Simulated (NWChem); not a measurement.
System: SiHOBrF2; SMILES O[Si](F)(F)Br

The following NWChem deck was run.

```
start job
memory heap 200 mb stack 900 mb global 1100 mb
geometry units angstroms noautoz
  O      1.613411    -1.206087    -0.010585
  Si     0.045064    -0.778997    -0.000446
  F     -0.712593    -1.378273     1.280308
  F     -0.729296    -1.377214    -1.271643
  Br    -0.092143     1.388908     0.000801
  H      1.836202    -2.142841    -0.007134
end
basis spherical
  * library def2-svpd
end
dft
  xc b3lyp
  iterations 150
end
tddft
  cis
  nroots 6
  notriplet
end
task tddft energy
```

Geometry: optimised at PBE0/def2-SVP. B3LYP is NWChem's, with the RPA form of VWN correlation.

Vertical excitations in the gas phase.

**Question.** What results follow from this input? (B3LYP/def2-SVPD, TDA.) Quantities: lowest excitation, singlet (eV); lowest state with f > 0.02, singlet (eV); orbital gap (eV).

**Answer.** 
```
Item                                      Value
----------------------------------------  -----
lowest excitation, singlet (eV)            7.11
lowest state with f > 0.02, singlet (eV)   7.13
orbital gap (eV)                           8.09
```
